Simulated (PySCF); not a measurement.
## Substituent effects on chemical shifts

Parent skeleton `[CH2:1]=[C:2]1[CH2:3][CH2:4][CH2:5][CH2:6][CH2:7]1`; one hydrogen on atom 4 is replaced by X. Hydrogens on one atom are averaged.

How the numbers were obtained: PBE0/pcSseg-1 with gauge-including orbitals, structure optimised with PBE0-D3(BJ)/def2-SVP, in PySCF 2.14.0 with density-fitted response routines (one computed conformer, no relativistic terms, in vacuum).

Chemical shifts δ = σref − σ; ¹³C, ¹H vs TMS, all at this level.

Parent (X = H): C1 114.6, C2 158.1, C3 38.3, C4 30.9, C5 28.7, C6 30.9, C7 38.3, H(C1) 4.95, H(C3) 2.04 ppm. Effects are Δδ = δ(X) − δ(H), positive for deshielding.

Problem. Give Δδ (ppm) for X = CH2F, BMe2, N=CH2, BH2.

Solution. 
```tsv
X	SMILES	C1	C2	C3	C4	C5	C6	C7	H(C1)	H(C3)
CH2F	C=C1CCC[C@H](CF)C1	+0.6	-0.4	+1.3	+11.8	+1.2	-1.0	-1.0	+0.06	+0.08
BMe2	C=C1CCC[C@@H](B(C)C)C1	-0.6	+0.5	-1.6	+11.2	+1.5	+0.7	+0.3	+0.01	-0.41
N=CH2	C=N[C@@H]1CCCC(=C)C1	+2.0	-2.5	+7.7	+46.9	+7.8	-3.1	-1.1	+0.10	+0.13
BH2	B[C@@H]1CCCC(=C)C1	+0.0	-1.0	+3.9	+10.8	-10.1	+1.0	-0.2	+0.04	+0.24
```

Problem. Which position responds most, and to which substituents?

Solution. C4: from +10.8 ppm with BH2 to +46.9 ppm with N=CH2.
